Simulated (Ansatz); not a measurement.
CH4F3NTi (`C[NH][Ti]([F])([F])[F]`), 10 atoms. Total charge 0; spin multiplicity 1. Correlated methods include outer-core shells of Ti, which these sets cover unevenly. Scalar relativity is left out up to krypton. All runs use 4 threads of an Arm Neoverse V2 on a shared host. Correlated methods freeze the cores.

Problem. How many basis functions does each run have, and how long does it take in Ansatz? RHF-CCSD(T)/def2-SVP energy; RKS r2SCANh-D4/def2-TZVPP energy; RKS PBE0-D4/def2-TZVP relaxation (18 steps); RKS PBE0-D4/def2-QZVPP energy; RKS ωB97M-V/def2-SVP energy; RKS PBE0-D4/def2-SVP energy; RKS PBE0-D4/def2-TZVP frequencies; RKS ωB97M-V/def2-QZVPP energy; direct RPA on PBE orbitals/def2-TZVPP energy; RKS B3LYP-D4/def2-TZVPP energy and forces; RKS PBE-QIDH (frozen core)/def2-TZVPP energy; RHF-MP2/def2-QZVPP energy. (An estimate is asked.)

Solution. Computed: Other jobs shared the machine, so times are rough.

| level | job | functions | wall time | peak host memory (GiB) |
| --- | --- | --- | --- | --- |
| RKS PBE0-D4/def2-SVP | energy | 121 | 1.8 s | 0.28 |
| RKS B3LYP-D4/def2-TZVPP | energy and forces | 275 | 7.5 s | 0.88 |
| RKS ωB97M-V/def2-SVP | energy | 121 | 8.5 s | 0.43 |
| RKS r2SCANh-D4/def2-TZVPP | energy | 275 | 9 s | 0.82 |
| RKS PBE-QIDH (frozen core)/def2-TZVPP | energy | 275 | 10 s | 0.85 |
| direct RPA on PBE orbitals/def2-TZVPP | energy | 275 | 11 s | 0.84 |
| RKS PBE0-D4/def2-QZVPP | energy | 498 | 12 s | 2 |
| RHF-CCSD(T)/def2-SVP | energy | 121 | 22 s | 0.83 |
| RKS ωB97M-V/def2-QZVPP | energy | 498 | 30 s | 2.4 |
| RHF-MP2/def2-QZVPP | energy | 498 | 33 s | 3.3 |
| RKS PBE0-D4/def2-TZVP | relaxation (18 steps) | 224 | 93 s | 0.68 |
| RKS PBE0-D4/def2-TZVP | frequencies | 224 | 3.7 min | 0.68 |

B3LYP here is the variant with VWN-RPA as its local correlation; programs differ in this.
